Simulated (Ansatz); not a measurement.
Gas-phase electronic energies from Ansatz, PBE0-D4/def2-TZVP geometries. CBS: MP2 limit from def2 TZ/QZ plus the TZ coupled-cluster correction, frozen cores. This one scheme is used for every species. Functionals use def2-TZVPP. Triplets are unrestricted, without spin–orbit coupling. Elements past krypton have def2 core potentials. For Te outer-core shells are correlated without core-valence functions, which leaves a few kJ/mol of doubt a bond. Each species was taken in one conformer, which may not be the lowest.

`O[SiH2]C[TeH]` → `[CH2]` (triplet) + `O[SiH2][TeH]`  (formal loss of a carbene)

| level | ΔE (kJ/mol) |
| --- | --- |
| PBE0-D4 | 381.6 |
| PBE0 | 374.0 |

Question: What does CCSD(T)/CBS give? (Best estimate.)

Answer: Computed: +393.7 kJ/mol. The listed levels differ from it by -12.1, -19.7 kJ/mol.

Largest T1 diagnostic among the species: 0.011.

From PBE to PBE0 (25 % exact exchange), in def2-TZVPP and without D4, ΔE moves by −9.2 kJ/mol. The D4 term adds +14.5 kJ/mol with B3LYP and +7.6 kJ/mol with PBE0; it sums over pairs of atoms, weighted by their polarisabilities, and B3LYP, whose exchange is more repulsive, gets the larger term. In def2-TZVPP, CCSD(T) changes the Hartree–Fock value by +150.9 kJ/mol (the triples alone add +13.4 kJ/mol) and MP2 by +163.1 kJ/mol.

B3LYP here is the variant with VWN-RPA as its local correlation; programs differ in this.
